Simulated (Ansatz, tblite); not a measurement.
Cost and result up the ladder for Al₅N₅ (10 atoms). Total charge 0; singlet. Geometry: B3LYP-D4/def2-SVP.

```xyz
10

Al   -2.114   -0.690    1.060
Al    1.063    1.746   -1.375
Al    0.394   -2.135    1.165
Al   -1.701    1.708   -0.510
Al    2.358   -0.630   -0.341
N     2.012   -2.022    0.602
N     2.502    0.817   -1.255
N    -2.790    0.744    0.402
N    -0.466    2.527   -1.378
N    -1.258   -2.066    1.629
```

Ansatz on 4 threads of Arm Neoverse V2 on a shared host; xTB runs through tblite on one thread. Times are rough, summed over both states, and most runs start from the orbitals of an earlier one. PBE0-D4/def2-TZVP serves as the yardstick here, not as an exact answer. Differences are given only for rows in sets of like size (and for xTB, whose basis is part of the method), since another set adds its own error. The other state is a doublet.

The xTB rows come from tblite. HSE06 is defined as in plane-wave codes, on full-range PBE exchange. Correlated methods freeze 30 core orbitals. The rows differ in basis, and correlated rows in double-zeta sets carry the largest basis error. In CCSD on the charge 1 doublet the largest single amplitude is 0.29, so its Hartree–Fock determinant may place the open shell otherwise than the density functionals do. HOMO above LUMO, or a gap near zero within one spin, warns that the state may not be the lowest or that an electron is smeared out. The structure comes from a short search, and lower isomers may exist.

Run but left out: HF/def2-SVP, MP2/def2-SVP (charge +1 doublet: a determinant that CCSD turns far, T1 0.049); PBE-D4/def2-TZVP (charge +1 doublet: an occupied level 0.25 eV above an empty one).

Correlated methods converge slowly with the basis, most of all in double-zeta sets.

Raw xTB energies of ions are shifted by several eV.

```json
{"level": "GFN1-xTB", "functions": "65", "wall time": "0.023 s"}
{"level": "GFN2-xTB", "functions": "65", "wall time": "0.029 s"}
{"level": "HSE06-D4/def2-TZVP (with forces)", "functions": "340", "wall time": "67 s"}
{"level": "PBE0-D4/def2-TZVP", "functions": "340", "wall time": "90 s"}
{"level": "CCSD(T)/def2-SVP", "functions": "160", "wall time": "3.1 min"}
```

Q: Estimate what each level gives for the vertical IE (eV).

A: 
| level | vertical IE (eV) | difference from PBE0-D4/def2-TZVP (eV) | remarks |
| --- | --- | --- | --- |
| GFN1-xTB | 12.54 | 3.96 | – |
| GFN2-xTB | 12.74 | 4.16 | – |
| HSE06-D4/def2-TZVP (with forces) | 8.53 | -0.05 | gap within one spin near zero (+1 doublet) |
| PBE0-D4/def2-TZVP | 8.58 | 0.00 | – |
| CCSD(T)/def2-SVP | 8.53 | – | large T1 (0.025) (singlet), large T1 (0.049) (+1 doublet) |
